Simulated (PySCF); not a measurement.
# Spinor energies of Mn (manganese, neutral)

Start: [Ar] 3d5 4s1 4p1; 3d5/2 filled at m_j = -3/2, -1/2, +1/2, +3/2, +5/2; 4s1/2 filled at m_j = +1/2; 4p3/2 filled at m_j = +3/2. Calculated with PySCF 2.14 in x2c-TZVPall-2c with one added diffuse shell each of s, p, d type (7s8p5d1f, 63 functions): generalised Hartree-Fock with the X2C-1e Hamiltonian and a Gaussian nucleus; one run each with spin-orbit coupling (SO) switched off, then screened by Boettger's factors. This is a chosen level, not necessarily the ground level.

| spinor shell | electrons | ε, spin-free (eV) | ε, screened SO (eV) | weight of nominal j (screened SO) | rms radius, screened SO (bohr) |
| --- | --- | --- | --- | --- | --- |
| 1s1/2 | 2 | -6599.5 | -6599.5 | 1.000 | 0.0703 |
| 2s1/2 | 2 | -804.59 | -804.59 | 1.000 | 0.302 |
| 2p1/2 | 2 | -678.18 | -685.64 | 0.978 | 0.272 |
| 2p3/2 | 4 | -678.18 | -674.55 | 0.989 | 0.274 |
| 3s1/2 | 2 | -106.66 | -106.67 | 1.000 | 0.915 |
| 3p1/2 | 2 | -68.861 | -69.285 | 0.665 | 0.984 |
| 3p3/2 | 4 | -68.861 | -68.682 | 0.832 | 0.988 |
| 3d5/2 | 5 | -18.201 | -18.216 | 0.593 | 1.30 |
| 4s1/2 | 1 | -9.609 | -9.615 | 0.999 | 3.34 |
| 4p3/2 | 1 | -5.021 | -5.005 | 1.000 | 4.39 |

| quantity | spin-free | screened SO |
| --- | --- | --- |
| E (hartree) | -1157.32363 | -1157.33841 |
| M_J | 9/2 | 9/2 |
| ⟨J²⟩ | 24.758 | 24.758 |
| ⟨L²⟩ | 2.008 | 2.010 |
| ⟨S²⟩ | 15.750 | 15.749 |

Each row is a mean over spinors that exchange with the open shell spreads, by up to 14.124 eV (3p3/2).

Rows whose weight is well below 1 are mixtures of j = l ± 1/2: exchange outweighs spin-orbit coupling there, and the label is only the starting occupation.

Without spin-orbit coupling the j labels of p, d and f shells carry no meaning; the spin-free column gives the mean over the occupied spinors of each nl shell.
